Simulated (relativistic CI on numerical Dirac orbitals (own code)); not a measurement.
**Tc⁷⁺: L2,3 absorption edge**

Computed with this model: Dirac-Coulomb-Breit CI, separate exchange-only KLI orbitals for each configuration, model QED, valence Slater integrals scaled by 0.7, multiplet model of core-to-valence dipole absorption; configurations [Ar] 3d10 4s2 4p6 → [He] 2s2 2p5 3s2 3p6 3d10 4s2 4p6 4d; 300 K; Lorentzian 2.4 eV and Gaussian 0.5 eV FWHM. Energies are those of the free ion, without screening or charge transfer. The branching ratio is the share of the lower-energy edge in the whole absorption, uncertain by about 0.02 where the edges overlap. S is read from ⟨S²⟩ = S(S + 1).

Field parameters in Wybourne normalisation: D3d B²₀ = −7Dσ, B⁴₀ = −14Dq − 21Dτ, B⁴₃ = −14√(10/7) Dq; Td as Oh with Dq negative (B⁴₀ = 21Dq, B⁴₄ = √(5/14) B⁴₀). The field is a parameter set, without covalency.

Computed curve for Td, 10Dq = -19950 cm⁻¹, scaled to 100 at the maximum (points under 2 are left out and the grid is thinned):

(Energy (eV), Intensity): (2686.75, 2.0), (2687.50, 2.4), (2688.50, 3.1), (2689.25, 3.8), (2690.25, 5.4), (2691.00, 7.3), (2691.75, 10.5), (2692.75, 19.3), (2693.50, 30.6), (2694.25, 37.8), (2695.25, 44.2), (2696.00, 65.5), (2697.00, 100.0), (2697.75, 78.0), (2698.50, 44.0), (2699.50, 21.2), (2700.25, 13.6), (2701.25, 8.4), (2702.00, 6.2), (2702.75, 4.8), (2703.75, 3.5), (2704.50, 2.9), (2705.25, 2.4), (2805.25, 2.0), (2806.00, 2.6), (2807.00, 3.8), (2807.75, 5.5), (2808.50, 8.5), (2809.50, 17.3), (2810.25, 27.2), (2811.25, 28.5), (2812.00, 30.8), (2812.75, 39.2), (2813.75, 29.3), (2814.50, 16.6), (2815.25, 9.7), (2816.25, 5.4), (2817.00, 3.8), (2818.00, 2.6), (2818.75, 2.0)

The ground state has S = 0.00, and the centroid lies at 2733.57 eV.
